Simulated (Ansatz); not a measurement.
C₃H₄ClFSi (`C#CC[SiH](F)Cl`), relaxed with RKS PBE-D4/def2-SVP in the Gaussian-basis code of Ansatz from a rough embedded geometry. The force threshold is 0.03 eV/Å; the program also tests the step.

The species carries charge 0 and has multiplicity 1.

Start:

```xyz
10

C     0.078   -1.227   -2.117
C    -0.272   -0.771   -1.098
C    -0.767   -0.190    0.144
Si    0.451    0.973    1.091
F    -0.294    1.590    2.311
Cl    2.030   -0.224    1.764
H     0.473   -1.703   -2.999
H    -1.116   -0.916    0.850
H    -1.621    0.479   -0.115
H     1.038    1.991    0.169
```

```tsv
step	energy (eV)	largest force (eV/Å)	largest move (Å)
1	-26267.4776	4.990	0.000
2	-26267.7926	1.695	0.073
3	-26267.8455	0.408	0.052
4 (rejected)	-26267.8088	1.595	0.082
5	-26267.8545	0.189	0.041
6 (rejected)	-26267.7962	1.317	0.075
7	-26267.8566	0.064	0.033
8	-26267.8571	0.014	0.007
```

End:

```xyz
10

C     0.179   -1.216   -2.070
C    -0.321   -0.753   -1.055
C    -0.843   -0.159    0.165
Si    0.473    0.908    1.001
F    -0.221    1.625    2.296
Cl    2.011   -0.292    1.677
H     0.604   -1.639   -2.969
H    -1.176   -0.934    0.890
H    -1.725    0.489   -0.042
H     1.019    1.971    0.107
```

Run time 4.8 s (4 threads of an AMD EPYC 9R45 on a shared host); peak host memory 0.18 GiB.
